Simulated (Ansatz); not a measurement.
C₂H₇In, closed shell: a trajectory.

The input file, in.yaml:

```yaml
crystal:
  periodic: [false, false, false]
  atoms:
    - {symbol: In, position_ang: [1.208240, 0.203438, 1.536021]}
    - {symbol: C, position_ang: [0.557828, 1.148919, -0.711657]}
    - {symbol: H, position_ang: [-0.019894, -0.001418, -0.021538]}
    - {symbol: C, position_ang: [-0.674633, -1.168012, 0.564304]}
    - {symbol: H, position_ang: [0.366072, 2.175141, -0.382611]}
    - {symbol: H, position_ang: [1.553562, 1.118356, -1.165209]}
    - {symbol: H, position_ang: [-0.161543, 0.931693, -1.510754]}
    - {symbol: H, position_ang: [-0.175956, -2.141834, 0.599041]}
    - {symbol: H, position_ang: [-1.347386, -1.100295, 1.425017]}
    - {symbol: H, position_ang: [-1.306389, -1.165887, -0.332414]}
basis:
  gaussian: {orbitals: def2-SVP}
hamiltonian: {xc: pbe0, dispersion: d4}
md: {n_steps: 60, timestep: 0.25, temperature: 300, ensemble: nvt_langevin, seed: 472, friction: 0.002, initial_velocities: maxwell_boltzmann}
```

Command:

```bash
ansatz run in.yaml --threads 4 --pin off --events-out ev --progress --plain --max-ram 9574MiB
```

The run's output (Ansatz 0.2.0):

```
Functional definition: PBE0
  name "PBE0"
  cite "Adamo & Barone, J. Chem. Phys. 110, 6158 (1999) doi:10.1063/1.478522"
  cite "Perdew, Burke & Ernzerhof, Phys. Rev. Lett. 77, 3865 (1996) doi:10.1103/PhysRevLett.77.3865"
  parent pbe
  parameter a = 0.25
  parameter kappa = 0.804
  parameter beta = 0.06672455060314922
  exchange = (1 - a)*pbe_x(kappa = kappa, mu = beta*pi^2/3) + a*exact_x
  correlation = pbe_c(beta = beta)
1085 factors; integrals over basis functions are off by at most 4.0e-4 eV
mean field evaluation 1: about -7346.9565 eV, gradient 5.8e1 eV
mean field evaluation 2: about -7330.4674 eV, gradient 8.5e1 eV
mean field evaluation 4: about -7355.6823 eV, gradient 2.7e0 eV
mean field evaluation 8: about -7355.7199 eV, gradient 4.6e-2 eV
mean field evaluation 16: about -7355.7200 eV, gradient 7.6e-5 eV
mean field -7355.71995698 eV, -270.3177225330 hartree, gradient 7.6e-5 eV, S^2 0.000000; 0 other end points of the search recorded, 0 dependent functions left out
the calculation of the forces begins
reference -7355.71998421 eV, -270.3177235337 hartree; 20, 20 occupied and 69, 69 virtual orbitals, 1085 factors
md step     0: t =     0.00 fs  T =   270.0 K  F+E_penalty+E_count = -7355.86483225 eV  E_kin = 0.349002 eV  (25 SCF iters)
md step     1: t =     0.25 fs  T =   266.4 K  F+E_penalty+E_count = -7355.86124845 eV  E_kin = 0.344380 eV  (23 SCF iters)
md step     2: t =     0.50 fs  T =   257.8 K  F+E_penalty+E_count = -7355.85556486 eV  E_kin = 0.333206 eV  (23 SCF iters)
md step     3: t =     0.75 fs  T =   257.4 K  F+E_penalty+E_count = -7355.84805199 eV  E_kin = 0.332684 eV  (23 SCF iters)
md step     4: t =     1.00 fs  T =   249.8 K  F+E_penalty+E_count = -7355.83907218 eV  E_kin = 0.322888 eV  (23 SCF iters)
md step     5: t =     1.25 fs  T =   239.0 K  F+E_penalty+E_count = -7355.82906233 eV  E_kin = 0.308990 eV  (23 SCF iters)
md step     6: t =     1.50 fs  T =   236.8 K  F+E_penalty+E_count = -7355.81857623 eV  E_kin = 0.306118 eV  (23 SCF iters)
md step     7: t =     1.75 fs  T =   234.0 K  F+E_penalty+E_count = -7355.80815758 eV  E_kin = 0.302504 eV  (23 SCF iters)
md step     8: t =     2.00 fs  T =   223.0 K  F+E_penalty+E_count = -7355.79802103 eV  E_kin = 0.288244 eV  (23 SCF iters)
md step     9: t =     2.25 fs  T =   214.0 K  F+E_penalty+E_count = -7355.78842672 eV  E_kin = 0.276578 eV  (23 SCF iters)
md step    10: t =     2.50 fs  T =   204.5 K  F+E_penalty+E_count = -7355.77954776 eV  E_kin = 0.264291 eV  (24 SCF iters)
md step    11: t =     2.75 fs  T =   199.1 K  F+E_penalty+E_count = -7355.77142346 eV  E_kin = 0.257368 eV  (24 SCF iters)
md step    12: t =     3.00 fs  T =   195.0 K  F+E_penalty+E_count = -7355.76421852 eV  E_kin = 0.252008 eV  (24 SCF iters)
md step    13: t =     3.25 fs  T =   186.1 K  F+E_penalty+E_count = -7355.75782416 eV  E_kin = 0.240576 eV  (24 SCF iters)
md step    14: t =     3.50 fs  T =   179.1 K  F+E_penalty+E_count = -7355.75191681 eV  E_kin = 0.231565 eV  (24 SCF iters)
md step    15: t =     3.75 fs  T =   169.1 K  F+E_penalty+E_count = -7355.74634578 eV  E_kin = 0.218619 eV  (24 SCF iters)
md step    16: t =     4.00 fs  T =   164.1 K  F+E_penalty+E_count = -7355.74102247 eV  E_kin = 0.212108 eV  (23 SCF iters)
md step    17: t =     4.25 fs  T =   160.4 K  F+E_penalty+E_count = -7355.73587399 eV  E_kin = 0.207372 eV  (23 SCF iters)
md step    18: t =     4.50 fs  T =   155.3 K  F+E_penalty+E_count = -7355.73084291 eV  E_kin = 0.200683 eV  (23 SCF iters)
md step    19: t =     4.75 fs  T =   150.7 K  F+E_penalty+E_count = -7355.72588743 eV  E_kin = 0.194853 eV  (23 SCF iters)
md step    20: t =     5.00 fs  T =   146.7 K  F+E_penalty+E_count = -7355.72106893 eV  E_kin = 0.189570 eV  (23 SCF iters)
md step    21: t =     5.25 fs  T =   141.9 K  F+E_penalty+E_count = -7355.71669463 eV  E_kin = 0.183423 eV  (27 SCF iters)
md step    22: t =     5.50 fs  T =   138.9 K  F+E_penalty+E_count = -7355.71299224 eV  E_kin = 0.179559 eV  (23 SCF iters)
md step    23: t =     5.75 fs  T =   140.3 K  F+E_penalty+E_count = -7355.71025070 eV  E_kin = 0.181332 eV  (23 SCF iters)
md step    24: t =     6.00 fs  T =   138.3 K  F+E_penalty+E_count = -7355.70896433 eV  E_kin = 0.178714 eV  (23 SCF iters)
md step    25: t =     6.25 fs  T =   135.7 K  F+E_penalty+E_count = -7355.70969272 eV  E_kin = 0.175393 eV  (23 SCF iters)
md step    26: t =     6.50 fs  T =   139.8 K  F+E_penalty+E_count = -7355.71284109 eV  E_kin = 0.180694 eV  (23 SCF iters)
md step    27: t =     6.75 fs  T =   145.6 K  F+E_penalty+E_count = -7355.71866471 eV  E_kin = 0.188203 eV  (23 SCF iters)
md step    28: t =     7.00 fs  T =   150.9 K  F+E_penalty+E_count = -7355.72715512 eV  E_kin = 0.195048 eV  (24 SCF iters)
md step    29: t =     7.25 fs  T =   161.6 K  F+E_penalty+E_count = -7355.73827055 eV  E_kin = 0.208885 eV  (24 SCF iters)
md step    30: t =     7.50 fs  T =   174.8 K  F+E_penalty+E_count = -7355.75225387 eV  E_kin = 0.225889 eV  (23 SCF iters)
md step    31: t =     7.75 fs  T =   187.3 K  F+E_penalty+E_count = -7355.76919381 eV  E_kin = 0.242045 eV  (23 SCF iters)
md step    32: t =     8.00 fs  T =   204.2 K  F+E_penalty+E_count = -7355.78876427 eV  E_kin = 0.263943 eV  (23 SCF iters)
md step    33: t =     8.25 fs  T =   221.5 K  F+E_penalty+E_count = -7355.81052595 eV  E_kin = 0.286316 eV  (23 SCF iters)
md step    34: t =     8.50 fs  T =   236.8 K  F+E_penalty+E_count = -7355.83415837 eV  E_kin = 0.306033 eV  (23 SCF iters)
md step    35: t =     8.75 fs  T =   252.2 K  F+E_penalty+E_count = -7355.85928043 eV  E_kin = 0.325957 eV  (23 SCF iters)
md step    36: t =     9.00 fs  T =   274.7 K  F+E_penalty+E_count = -7355.88533779 eV  E_kin = 0.355128 eV  (23 SCF iters)
md step    37: t =     9.25 fs  T =   292.5 K  F+E_penalty+E_count = -7355.91197885 eV  E_kin = 0.378129 eV  (23 SCF iters)
md step    38: t =     9.50 fs  T =   319.1 K  F+E_penalty+E_count = -7355.93910664 eV  E_kin = 0.412412 eV  (25 SCF iters)
md step    39: t =     9.75 fs  T =   341.4 K  F+E_penalty+E_count = -7355.96627916 eV  E_kin = 0.441318 eV  (25 SCF iters)
md step    40: t =    10.00 fs  T =   371.0 K  F+E_penalty+E_count = -7355.99279159 eV  E_kin = 0.479582 eV  (25 SCF iters)
md step    41: t =    10.25 fs  T =   391.0 K  F+E_penalty+E_count = -7356.01780320 eV  E_kin = 0.505471 eV  (25 SCF iters)
md step    42: t =    10.50 fs  T =   408.2 K  F+E_penalty+E_count = -7356.04023563 eV  E_kin = 0.527577 eV  (25 SCF iters)
md step    43: t =    10.75 fs  T =   422.3 K  F+E_penalty+E_count = -7356.05945007 eV  E_kin = 0.545870 eV  (25 SCF iters)
md step    44: t =    11.00 fs  T =   429.9 K  F+E_penalty+E_count = -7356.07441795 eV  E_kin = 0.555687 eV  (27 SCF iters)
md step    45: t =    11.25 fs  T =   441.3 K  F+E_penalty+E_count = -7356.08417928 eV  E_kin = 0.570406 eV  (25 SCF iters)
md step    46: t =    11.50 fs  T =   443.0 K  F+E_penalty+E_count = -7356.08827435 eV  E_kin = 0.572671 eV  (25 SCF iters)
md step    47: t =    11.75 fs  T =   445.0 K  F+E_penalty+E_count = -7356.08617778 eV  E_kin = 0.575245 eV  (25 SCF iters)
md step    48: t =    12.00 fs  T =   440.1 K  F+E_penalty+E_count = -7356.07756455 eV  E_kin = 0.568893 eV  (25 SCF iters)
md step    49: t =    12.25 fs  T =   430.5 K  F+E_penalty+E_count = -7356.06306519 eV  E_kin = 0.556489 eV  (25 SCF iters)
md step    50: t =    12.50 fs  T =   418.5 K  F+E_penalty+E_count = -7356.04412679 eV  E_kin = 0.540898 eV  (25 SCF iters)
md step    51: t =    12.75 fs  T =   403.3 K  F+E_penalty+E_count = -7356.02247129 eV  E_kin = 0.521357 eV  (25 SCF iters)
md step    52: t =    13.00 fs  T =   382.7 K  F+E_penalty+E_count = -7356.00109837 eV  E_kin = 0.494699 eV  (23 SCF iters)
md step    53: t =    13.25 fs  T =   367.7 K  F+E_penalty+E_count = -7355.98400857 eV  E_kin = 0.475310 eV  (24 SCF iters)
md step    54: t =    13.50 fs  T =   356.6 K  F+E_penalty+E_count = -7355.97444032 eV  E_kin = 0.460926 eV  (24 SCF iters)
md step    55: t =    13.75 fs  T =   353.6 K  F+E_penalty+E_count = -7355.97511585 eV  E_kin = 0.457089 eV  (23 SCF iters)
md step    56: t =    14.00 fs  T =   368.6 K  F+E_penalty+E_count = -7355.98819785 eV  E_kin = 0.476477 eV  (23 SCF iters)
md step    57: t =    14.25 fs  T =   386.0 K  F+E_penalty+E_count = -7356.01294053 eV  E_kin = 0.498959 eV  (23 SCF iters)
md step    58: t =    14.50 fs  T =   407.8 K  F+E_penalty+E_count = -7356.04611855 eV  E_kin = 0.527150 eV  (23 SCF iters)
md step    59: t =    14.75 fs  T =   432.7 K  F+E_penalty+E_count = -7356.08481975 eV  E_kin = 0.559316 eV  (23 SCF iters)
md step    60: t =    15.00 fs  T =   459.7 K  F+E_penalty+E_count = -7356.12542793 eV  E_kin = 0.594179 eV  (26 SCF iters)
Total energy: -7356.12545561 eV, -270.3326243328 hartree
Atom 0 at     1.196445     0.206055     1.538245 Å, force    -0.120005    -0.762351     0.997456 eV/Å
Atom 1 at     0.557937     1.083788    -0.758015 Å, force     0.285704     3.460437    -3.722554 eV/Å
Atom 2 at     0.135536     0.344378    -0.193927 Å, force    -0.940795    -2.229341     1.510382 eV/Å
Atom 3 at    -0.580475    -1.143273     0.600294 Å, force     0.227840    -1.199839     1.079946 eV/Å
Atom 4 at     0.457234     2.086655    -0.338603 Å, force     0.194916     0.263434    -0.005416 eV/Å
Atom 5 at     1.510390     0.913350    -1.247204 Å, force     0.611920    -0.094921     0.220326 eV/Å
Atom 6 at    -0.173150     1.010499    -1.588574 Å, force     0.023688     0.339230    -0.083121 eV/Å
Atom 7 at    -0.113057    -2.156965     0.719020 Å, force    -0.161897     0.292495    -0.459438 eV/Å
Atom 8 at    -1.469362    -1.252171     1.251135 Å, force    -0.115466     0.290467    -0.190588 eV/Å
Atom 9 at    -0.884912    -0.987269    -0.464620 Å, force    -0.005904    -0.359611     0.653007 eV/Å
Dipole moment:     0.091870     0.189941    -0.133352 e Å

[the SCF lines of later steps are left out]
```

The lines “mean field evaluation” count trial sets of orbitals through the whole run, from several starts and some on an approximate energy, so they need not fall steadily or lie above the final value.

Hardware: 4 CPU threads of an Arm Neoverse V1, shared host. Wall time about 69 s.
